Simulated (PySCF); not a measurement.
Simulation results for BGeH5O, BClGeH4O

Computed with PySCF 2.14.0. Calculation on a computer-drawn molecule: the log of a Hartree-Fock and frozen-core CCSD(T) single point meant for a local Hartree-Fock minimum, with one planted fault or none, to be diagnosed. Offsets are logged minus clean, where the clean run is the same molecule without the fault. The reference is restricted for singlets and unrestricted otherwise, and also for a bond in bohr or an excited solution. Adding or removing an electron swaps singlet and doublet. The excited solution moves the top pair (singlet) or top alpha electron (doublet) to the lowest empty orbital. Highest occupied and lowest empty are orbital energies over both spins, largest force is the largest gradient component, triples share is (T) over the correlation energy, the T1 limit is 0.02 restricted and 0.045 unrestricted, electrons count all cores, a negative frequency is imaginary (commonest isotopes), and the dipole is about the centre of nuclear charge; on germanium a core potential holds 10 electrons, which the energies leave out, and 3d is frozen in MP2 and coupled-cluster steps.

Common to all runs: meant charge 0; meant multiplicity 1; meant basis and core potential on germanium cc-pVDZ-PP ECP10MDF; logged SCF converged yes; logged CC converged yes; logged SCF stable within its kind yes; possible faults no fault, one electron removed, one electron added, multiplicity raised by two, geometry at a saddle point, SCF held on an excited solution, minimal basis STO-3G, one bond length entered in bohr, all coordinates scaled.

(1) BGeH5O

Logged structure:
```xyz
8
BGeH5O
O     -1.8502    -2.0408     0.6156
B     -0.6093    -1.7813     1.0661
Ge     0.6317    -0.3028     0.2346
H     -2.1338    -1.5082    -0.1122
H     -0.2352    -2.4510     1.9901
H      0.9945     0.7653     1.2765
H      1.9456    -0.9067    -0.2820
H     -0.0486     0.4137    -0.9488
```

- meant basis: cc-pVDZ
- logged electrons: 50
- logged basis functions: 76
- logged spin squared: 2.0105
- logged highest occupied: -5.8517 eV
- logged lowest empty: -1.5834 eV
- logged largest force: 0.0297 hartree/bohr
- logged T1 diagnostic: 0.022761
- logged D1 diagnostic: 0.11226
- logged triples share: 0.025687
- logged dipole magnitude: 2.8769 debye
- logged energy HF: -395.69607 hartree
- logged energy CCSD(T): -396.11477 hartree
- planted fault: multiplicity raised by two
- HF energy offset from clean run: 106.4 kcal/mol
- CCSD(T) energy offset from clean run: 110.4 kcal/mol

Drawn bonds:
| atom | other atom | order |
| --- | --- | --- |
| 1 | 2 | 1 |
| 2 | 3 | 1 |
| 1 | 4 | 1 |
| 2 | 5 | 1 |
| 3 | 6 | 1 |
| 3 | 7 | 1 |
| 3 | 8 | 1 |

(2) BClGeH4O

Logged structure:
```xyz
8
BClGeH4O
O     -0.0979     2.0298     2.6898
B      0.1881     1.1629     1.7111
Cl    -0.0822    -0.5558     2.0865
Ge     1.5613     2.1498    -1.8703
H      0.0536     2.9366     2.4667
H      0.5977     1.6797    -2.9633
H      1.7144     3.6770    -1.9839
H      2.9301     1.5092    -2.1156
```

- meant basis: cc-pV(D+d)Z
- logged electrons: 66
- logged basis functions: 94
- logged spin squared: 0.9462
- logged highest occupied: -9.2239 eV
- logged lowest empty: 0.9304 eV
- logged largest force: 0.015409 hartree/bohr
- logged T1 diagnostic: 0.018847
- logged D1 diagnostic: 0.069682
- logged triples share: 0.025179
- logged dipole magnitude: 2.4876 debye
- logged energy HF: -854.75517 hartree
- logged energy CCSD(T): -855.29611 hartree
- planted fault: one bond length entered in bohr, row 3 of the drawn bonds
- HF energy offset from clean run: 59.18 kcal/mol
- CCSD(T) energy offset from clean run: 74.99 kcal/mol

Drawn bonds:
| atom | other atom | order |
| --- | --- | --- |
| 1 | 2 | 1 |
| 2 | 3 | 1 |
| 2 | 4 | 1 |
| 1 | 5 | 1 |
| 4 | 6 | 1 |
| 4 | 7 | 1 |
| 4 | 8 | 1 |
